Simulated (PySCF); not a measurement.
C4H4Se, SMILES c1cc[se]c1 (PBE0/def2-SVP optimised geometry):

```
9

C     -0.714    -0.831     0.000
C      0.715    -0.831     0.000
C      1.284     0.411     0.000
Se     0.000     1.748     0.000
C     -1.284     0.411     0.000
H     -1.307    -1.748     0.000
H      1.309    -1.748     0.000
H      2.346     0.654     0.000
H     -2.346     0.652     0.000
```

Calculation: PBE0/def2-TZVP run with PySCF.

**Question.** What are the frontier orbital energies and the dipole moment?

**Answer.** HOMO-2 -9.34 eV, HOMO-1 -6.93 eV, HOMO -6.85 eV, LUMO -0.60 eV, LUMO+1 0.32 eV; dipole moment 0.39 D.

On the same geometry PBE/def2-TZVP in PySCF gives HOMO-2 -8.07 eV, HOMO-1 -5.93 eV, HOMO -5.82 eV, LUMO -1.44 eV, LUMO+1 -0.61 eV; dipole moment 0.29 D.

Meta-Löwdin charges at PBE0/def2-TZVP: C1 -0.15, C2 -0.15, C3 -0.29, Se4 0.34, C5 -0.29, H6 0.13, H7 0.13, H8 0.14, H9 0.14.
